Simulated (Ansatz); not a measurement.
CH7FOSi2, SMILES `OC(F)([SiH3])[SiH3]`, 12 atoms. The species carries charge 0 and has multiplicity 1. All runs use 4 threads of an Arm Neoverse V1 on a shared host. Correlated methods freeze the cores.

(1) How many basis functions does each run have, and how long does it take in Ansatz? RKS ωB97M-V/def2-QZVPP energy; RKS r2SCANh-D4/def2-TZVPP energy; RHF-MP2/def2-QZVPP energy; RKS ωB97M-V/def2-SVP energy; RKS PBE0-D4/def2-TZVP relaxation (10 steps); RHF-CCSD(T)/def2-TZVPP energy; RKS PBE0-D4/def2-TZVP frequencies; RKS BLYP-D4/def2-TZVPP energy; RKS PBE0-D4/def2-QZVPP energy; RKS PBE0-D4/def2-SVP energy; RHF-CCSD(T)/def2-SVP energy; RKS SPW92 (LDA)/def2-TZVPP energy. (Best estimate.)

Answers

(1) Computed: Other jobs shared the machine, so times are rough.

```tsv
level	job	functions	wall time	peak host memory (GiB)
RKS PBE0-D4/def2-SVP	energy	113	1.1 s	0.54
RKS SPW92 (LDA)/def2-TZVPP	energy	275	1.4 s	0.39
RKS BLYP-D4/def2-TZVPP	energy	275	2.3 s	0.39
RKS ωB97M-V/def2-SVP	energy	113	4.6 s	0.54
RKS r2SCANh-D4/def2-TZVPP	energy	275	6.5 s	0.79
RHF-CCSD(T)/def2-SVP	energy	113	7 s	0.55
RKS PBE0-D4/def2-QZVPP	energy	521	11 s	2.2
RKS ωB97M-V/def2-QZVPP	energy	521	23 s	2.6
RHF-MP2/def2-QZVPP	energy	521	28 s	3.6
RKS PBE0-D4/def2-TZVP	relaxation (10 steps)	209	43 s	0.59
RKS PBE0-D4/def2-TZVP	frequencies	209	3.1 min	0.59
RHF-CCSD(T)/def2-TZVPP	energy	275	3.8 min	7.4
```
